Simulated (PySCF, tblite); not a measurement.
Compound: C6H9Cl.
Numbering: `[CH2:1]=[C:2]1[CH2:3][CH2:4][C@@H:5]([Cl:6])[CH2:7]1` (hydrogens: H8, H9 on C1; H10, H11 on C3; H12, H13 on C4; H14 on C5; H15, H16 on C7)

The geometry is computed with GFN2-xTB (gas phase).

Task: Give the optimised bond lengths and angles.

Result: 
| bond | length (pm) |
| --- | --- |
| C1=C2 | 132.0 |
| C2–C3 | 150.6 |
| C3–C4 | 153.0 |
| C4–C5 | 152.4 |
| C5–Cl6 | 179.5 |
| C5–C7 | 152.5 |
| C2–C7 | 150.8 |
| C1–H8 | 107.7 |
| C1–H9 | 107.6 |
| C3–H10 | 109.3 |
| C3–H11 | 108.9 |
| C4–H12 | 109.2 |
| C4–H13 | 108.9 |
| C5–H14 | 109.0 |
| C7–H15 | 109.0 |
| C7–H16 | 109.4 |

A selection of angles:
| angle | degrees |
| --- | --- |
| C2–C1–H8 | 121.8 |
| C2–C1–H9 | 121.6 |
| H8–C1–H9 | 116.5 |
| C1–C2–C3 | 125.8 |
| C1–C2–C7 | 125.3 |
| C3–C2–C7 | 109.0 |
| C2–C3–C4 | 104.7 |
| C2–C3–H10 | 109.2 |
| C2–C3–H11 | 112.2 |
| C4–C3–H10 | 110.0 |
| C4–C3–H11 | 112.7 |
| H10–C3–H11 | 108.0 |
| C3–C4–C5 | 103.8 |
| C3–C4–H12 | 110.4 |
| C3–C4–H13 | 113.0 |
| C5–C4–H12 | 108.6 |
| C5–C4–H13 | 112.3 |
| H12–C4–H13 | 108.6 |
| C4–C5–Cl6 | 109.7 |
| C4–C5–C7 | 104.3 |
| C4–C5–H14 | 113.7 |
| Cl6–C5–C7 | 109.8 |
| Cl6–C5–H14 | 105.7 |
| C7–C5–H14 | 113.7 |
| C5–C7–H15 | 112.6 |
| C5–C7–H16 | 109.3 |
| C2–C7–C5 | 104.9 |
| C2–C7–H15 | 112.3 |
| C2–C7–H16 | 109.9 |
| H15–C7–H16 | 107.8 |

Dihedral angles: C1–C2–C3–C4 -167° (antiperiplanar); C2–C3–C4–C5 -31° (synclinal); C3–C4–C5–Cl6 -81° (synclinal); C4–C5–C7–C2 -29° (synperiplanar); C1–C2–C7–C5 -170° (antiperiplanar).

The 6 C–C bonds span 1.320 Å (C1=C2, drawn double) to 1.530 Å (C3–C4, drawn single), a spread of 0.210 Å. The 5-membered ring C2–C3–C4–C5–C7 has internal angles of 103.8° to 109.0°; it is puckered, 0.16 Å rms from its mean plane, widest ring torsion 37°. Of the pairs four or more bonds apart, Cl6···H10 is among the closest relative to their van der Waals radii: 3.05 Å, 103 % of the sum of Bondi's values.

Point group: C1 (no symmetry element, even within 0.4 Å). Its GFN2-xTB frequencies are all real (lowest 51 cm⁻¹). The numbers are those of one conformer. 2 starts were optimised and ended at 0.00 and 0.10 kcal/mol (GFN2-xTB); the lowest of these is shown.
